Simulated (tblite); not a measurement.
Compound: C₅H₃F₃N₂O₂S.
SMILES with atom numbers: `[CH3:1][O:2][C:3](=[O:4])[c:5]1[s:6][n:7][n:8][c:9]1[C:10]([F:11])([F:12])[F:13]` (hydrogens: H14, H15, H16 on C1)

Computed with GFN2-xTB (tblite), gas phase: L-BFGS steps from a force-field or distance-geometry start until the largest atomic force falls under 0.01 eV/Å.

Step 4: E = -1187.4613 eV
```
atom  x, y, z in Å  |  force x, y, z in eV/Å
C1     -2.4013   -1.1616    0.1404   -0.095  -0.032   0.009
O2     -1.1041   -0.5824    0.0881   -0.042  -0.025   0.019
C3     -1.0074    0.5543   -0.5913    0.164  -0.186   0.150
O4     -1.9103    1.1104   -1.1569    0.007   0.066  -0.032
C5      0.3812    1.0671   -0.5691   -0.003   0.009  -0.038
S6      0.7772    2.5202   -1.3810    0.046   0.029   0.001
N7      2.3495    2.4003   -0.9252   -0.006  -0.098   0.067
N8      2.6088    1.3842   -0.2283   -0.079  -0.085   0.017
C9      1.5541    0.5884    0.0100   -0.104   0.048  -0.038
C10     1.6971   -0.6679    0.8261    0.008   0.051  -0.008
F11     0.9198   -0.6516    1.9218    0.010   0.040  -0.063
F12     1.3573   -1.7660    0.1308    0.022   0.083   0.003
F13     2.9459   -0.8513    1.2493    0.021   0.012  -0.026
H14    -3.0950   -0.4674    0.6150   -0.074   0.051  -0.059
H15    -2.3389   -2.0722    0.7271    0.200  -0.012   0.045
H16    -2.7417   -1.3955   -0.8683   -0.074   0.051  -0.048
```

Step 5: E = -1187.4659 eV
```
atom  x, y, z in Å  |  force x, y, z in eV/Å
C1     -2.4053   -1.1631    0.1405   -0.025  -0.005   0.003
O2     -1.1067   -0.5844    0.0892    0.004  -0.029   0.028
C3     -1.0049    0.5514   -0.5890    0.153  -0.161   0.133
O4     -1.9052    1.1098   -1.1550   -0.097   0.098  -0.079
C5      0.3809    1.0676   -0.5708   -0.053   0.001  -0.030
S6      0.7797    2.5221   -1.3812   -0.017  -0.010   0.007
N7      2.3478    2.3966   -0.9230    0.075   0.008   0.013
N8      2.6059    1.3805   -0.2275   -0.001  -0.056   0.034
C9      1.5502    0.5892    0.0094   -0.030  -0.023   0.006
C10     1.6980   -0.6648    0.8250   -0.017   0.007   0.007
F11     0.9206   -0.6506    1.9189   -0.020   0.053   0.007
F12     1.3583   -1.7624    0.1318    0.005   0.017  -0.054
F13     2.9459   -0.8513    1.2484    0.041   0.045  -0.028
H14    -3.0974   -0.4653    0.6127   -0.076   0.018  -0.041
H15    -2.3314   -2.0728    0.7290    0.132   0.013   0.017
H16    -2.7440   -1.3934   -0.8699   -0.074   0.025  -0.024
```

Step 6: E = -1187.4679 eV
```
atom  x, y, z in Å  |  force x, y, z in eV/Å
C1     -2.4081   -1.1641    0.1407    0.013   0.012  -0.002
O2     -1.1083   -0.5865    0.0906    0.019  -0.020   0.023
C3     -1.0025    0.5482   -0.5867    0.019  -0.056   0.037
O4     -1.9022    1.1101   -1.1542   -0.055   0.033  -0.029
C5      0.3796    1.0679   -0.5723   -0.008  -0.017   0.003
S6      0.7809    2.5230   -1.3813   -0.029  -0.029   0.012
N7      2.3481    2.3944   -0.9213    0.082   0.036  -0.006
N8      2.6043    1.3775   -0.2266    0.025  -0.026   0.031
C9      1.5474    0.5890    0.0093    0.007  -0.019   0.002
C10     1.6983   -0.6628    0.8244   -0.020  -0.030   0.017
F11     0.9206   -0.6490    1.9173   -0.027   0.049   0.041
F12     1.3589   -1.7600    0.1314   -0.002  -0.016  -0.069
F13     2.9466   -0.8505    1.2473    0.027   0.061  -0.030
H14    -3.1001   -0.4638    0.6107   -0.060  -0.014  -0.030
H15    -2.3245   -2.0729    0.7303    0.072   0.029  -0.005
H16    -2.7467   -1.3917   -0.8712   -0.062   0.007   0.005
```

Question: Estimate the geometry and energy of step 7. (The exact step hangs on the optimiser's Hessian estimate; all steps are aligned on step 6, rigid shifts and turns removed.)

Answer: E = -1187.4688 eV, largest force 0.063 eV/Å
```
atom  x, y, z in Å  |  force x, y, z in eV/Å
C1     -2.4091   -1.1643    0.1407    0.017   0.015  -0.004
O2     -1.1086   -0.5878    0.0916    0.008  -0.003   0.008
C3     -1.0019    0.5464   -0.5855   -0.034   0.011  -0.016
O4     -1.9011    1.1104   -1.1539   -0.016  -0.016   0.010
C5      0.3792    1.0677   -0.5729    0.001  -0.021   0.012
S6      0.7810    2.5229   -1.3810   -0.005  -0.027   0.014
N7      2.3495    2.3938   -0.9205    0.048   0.013   0.001
N8      2.6039    1.3760   -0.2258    0.028   0.008   0.012
C9      1.5463    0.5888    0.0092    0.031  -0.026   0.012
C10     1.6981   -0.6626    0.8245   -0.018  -0.025   0.007
F11     0.9202   -0.6475    1.9173   -0.015   0.033   0.035
F12     1.3592   -1.7592    0.1301   -0.002  -0.017  -0.049
F13     2.9473   -0.8491    1.2463    0.005   0.056  -0.028
H14    -3.1024   -0.4634    0.6092   -0.042  -0.029  -0.023
H15    -2.3204   -2.0725    0.7308    0.039   0.029  -0.011
H16    -2.7490   -1.3908   -0.8716   -0.046   0.000   0.021
```

The energy changes by -0.0009 eV. The first-order estimate −F·Δx gives -0.0012 eV and the mean of the old and new forces, exact on a quadratic surface, -0.0009 eV. The step makes an angle of 48° with the force vector and moves no atom by more than 0.004 Å.
